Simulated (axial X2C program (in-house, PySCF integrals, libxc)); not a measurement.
**Correcting the dissociation energy of InBr for spin–orbit coupling**

A spin-free PBE0 curve (one-electron X2C) was computed with an in-house all-electron X2C program for linear molecules (integrals from PySCF), basis In dyall-cv3z [11s12p9d4f1g], Br dyall-cv3z [8s9p6d4f1g] (cores contracted in-house), for the state M_S = 0, Λ = 0 (closed shell). It gives D0 = 4.144 eV to In + Br, which in a spin-free picture are the weighted means of the ground terms.

Measured levels of the ground terms (NIST Handbook of Basic Atomic Spectroscopic Data), in cm⁻¹: In 2P: J = 1/2 at 0, J = 3/2 at 2212.6; Br 2P: J = 3/2 at 0, J = 1/2 at 3685.2.

The molecular state has Λ = 0, so it has no first-order lowering.

Problem. How far does each ground level lie under the (2J+1)-weighted mean of its term?

Solution. In: (2 × 0 + 4 × 2212.6)/6 = 1475 cm⁻¹; Br: (4 × 0 + 2 × 3685.2)/6 = 1228 cm⁻¹.

Problem. Correct D0.

Solution. D0 = 4.144 + (0 − 2703)/8065.5 = 3.809 eV at PBE0 with these spin–orbit terms.

Second-order spin–orbit effects in the molecule, which grow quickly with Z, are left out. Occupations by symmetry block were frozen at the best pattern of an incomplete PBE0 search. Dissociation energies refer to the lowest single-determinant-based atoms at the same level and basis.
